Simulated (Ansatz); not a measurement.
Coupled-cluster diagnostics for the cluster K3S2, Ansatz.

Geometry of the doublet (r2SCAN-D4/def2-SVP):

Cartesian coordinates in Å:
```
K -1.361 1.602 -0.387
K -0.419 -1.816 1.081
K 3.741 0.459 -1.423
S 1.184 0.150 -0.387
S -3.146 -0.396 1.117
```

Correlated methods freeze 25 core orbitals; core or outer-core shells of K are correlated, in sets that lack core-valence functions. Another isomer (doublet) lies 0.50 eV lower at PBE0-D4/def2-TZVP; other spin states weren't run for this one.

Task: Estimate the CCSD(T) correlation energy, the shares of MP2 and (T), T1 and the reference's ⟨S²⟩ for: charge 0, doublet, own geometry in def2-TZVP; and the rough time on 4 threads of Arm Neoverse V1 on a shared host.

Result: 
```csv
state,basis,correlation (eV),MP2 share (%),(T) share (%),T1,⟨S²⟩ (pure),wall time
"charge 0, doublet, own geometry",def2-TZVP,-24.751,90.1,2.7,0.010,0.76 (0.75),3.2 min
```
Customary marks for T1 are 0.02 (closed shells), 0.045 (open shells) and about 0.05 (3d metals). T1 stays under 0.02 throughout.
